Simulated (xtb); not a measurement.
Job for xtb: GFN2-xTB on CH5AlS (SMILES C[S][AlH2]), a point of a torsion scan.

```
$ xtb mol.xyz --gfn 2 --sp --chrg 0 --uhf 0
8

C      1.30690400     0.17078192     0.09315528
S      0.24444429    -1.14928111     0.82051164
Al    -1.64612207    -0.41200300    -0.00681027
H      1.85995070    -0.24854542    -0.74155860
H      1.99449768     0.49251564     0.86829098
H      0.69812494     1.01597293    -0.23709992
H     -1.77166361     1.11014984    -0.23547950
H     -2.83245708    -1.31941699    -0.36696045
```

What total energy does the run end on?

-9.0213 hartree.
